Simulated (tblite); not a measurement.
Compound: C4H6BCl.
Atom-mapped SMILES: `[Cl:1][C@@H:2]1[CH:3]=[CH:4][BH:5][CH2:6]1` (hydrogens: H7 on C2; H8 on C3; H9 on C4; H10 on B5; H11, H12 on C6)

Computed with GFN2-xTB (tblite), gas phase: L-BFGS steps from a force-field or distance-geometry start until the largest atomic force falls under 0.01 eV/Å.

Step 23: E = -472.6745 eV
```
atom  x, y, z in Å  |  force x, y, z in eV/Å
Cl1    -0.6655   -2.4627    0.6845   -0.015  -0.095   0.095
C2     -0.2540   -0.9929   -0.2577    0.009  -0.036   0.004
C3      1.1426   -0.5480    0.0147    0.004   0.017  -0.032
C4      1.2522    0.7783    0.1791   -0.004   0.040  -0.054
B5     -0.1374    1.4210    0.0220   -0.001   0.044  -0.002
C6     -1.1507    0.2097    0.0444   -0.035   0.043  -0.052
H7     -0.3601   -1.2940   -1.3038    0.027  -0.027  -0.017
H8      1.9442   -1.2724    0.0274   -0.015   0.022   0.025
H9      2.2064    1.2583    0.3364    0.013  -0.066   0.012
H10    -0.3940    2.5384   -0.1778   -0.020   0.053   0.086
H11    -1.9971    0.2605   -0.6366   -0.045   0.018  -0.070
H12    -1.5852    0.1031    1.0416    0.081  -0.015   0.005
```

Step 24: E = -472.6765 eV
```
atom  x, y, z in Å  |  force x, y, z in eV/Å
Cl1    -0.6578   -2.4541    0.7046   -0.024  -0.123   0.115
C2     -0.2551   -0.9961   -0.2547    0.017   0.052  -0.022
C3      1.1423   -0.5469    0.0077    0.005   0.029  -0.030
C4      1.2549    0.7781    0.1807   -0.053   0.049  -0.052
B5     -0.1369    1.4208    0.0296    0.019   0.060  -0.004
C6     -1.1514    0.2101    0.0400   -0.010   0.025  -0.048
H7     -0.3672   -1.3068   -1.2967    0.033  -0.036  -0.035
H8      1.9437   -1.2695    0.0080    0.024  -0.013   0.036
H9      2.2104    1.2568    0.3401   -0.018  -0.082  -0.004
H10    -0.3970    2.5398   -0.1621   -0.007   0.031   0.091
H11    -1.9868    0.2664   -0.6544   -0.049   0.013  -0.046
H12    -1.5979    0.1009    1.0314    0.062  -0.005  -0.002
```

Step 25: E = -472.6793 eV
```
atom  x, y, z in Å  |  force x, y, z in eV/Å
Cl1    -0.6484   -2.4444    0.7325   -0.020  -0.106   0.108
C2     -0.2563   -0.9997   -0.2521    0.015   0.125  -0.049
C3      1.1417   -0.5447   -0.0023   -0.002   0.027  -0.021
C4      1.2579    0.7788    0.1811   -0.100   0.039  -0.045
B5     -0.1360    1.4216    0.0387    0.025   0.066  -0.009
C6     -1.1517    0.2112    0.0325    0.023  -0.004  -0.041
H7     -0.3763   -1.3253   -1.2885    0.043  -0.043  -0.037
H8      1.9422   -1.2662   -0.0144    0.071  -0.047   0.046
H9      2.2159    1.2530    0.3449   -0.051  -0.087  -0.027
H10    -0.4035    2.5422   -0.1380    0.014   0.013   0.094
H11    -1.9739    0.2740   -0.6780   -0.046   0.005  -0.004
H12    -1.6103    0.0989    1.0177    0.028   0.011  -0.015
```

**Question.** Estimate the geometry and energy of step 26. (The exact step hangs on the optimiser's Hessian estimate; all steps are aligned on step 25, rigid shifts and turns removed.)

**Answer.** E = -472.6821 eV, largest force 0.144 eV/Å
```
atom  x, y, z in Å  |  force x, y, z in eV/Å
Cl1    -0.6406   -2.4364    0.7598   -0.003  -0.037   0.064
C2     -0.2571   -1.0020   -0.2519    0.006   0.132  -0.058
C3      1.1407   -0.5420   -0.0123   -0.008   0.005  -0.007
C4      1.2598    0.7804    0.1791   -0.114   0.010  -0.032
B5     -0.1349    1.4238    0.0454    0.008   0.057  -0.014
C6     -1.1509    0.2127    0.0228    0.050  -0.025  -0.031
H7     -0.3842   -1.3448   -1.2820    0.051  -0.043  -0.024
H8      1.9397   -1.2638   -0.0307    0.106  -0.061   0.049
H9      2.2209    1.2471    0.3491   -0.074  -0.071  -0.049
H10    -0.4130    2.5453   -0.1103    0.039   0.008   0.090
H11    -1.9630    0.2804   -0.6994   -0.046  -0.001   0.032
H12    -1.6161    0.0986    1.0042   -0.016   0.026  -0.020
```

The energy changes by -0.0028 eV. The first-order estimate −F·Δx gives -0.0039 eV and the mean of the old and new forces, exact on a quadratic surface, -0.0028 eV. The step makes an angle of 78° with the force vector and moves no atom by more than 0.030 Å.

What follows is the cost of the whole relaxation. Hardware: one thread of an Arm Neoverse V1, shared host with 32 logical CPUs at a one-minute load of 28. Cost: 0.28 s.
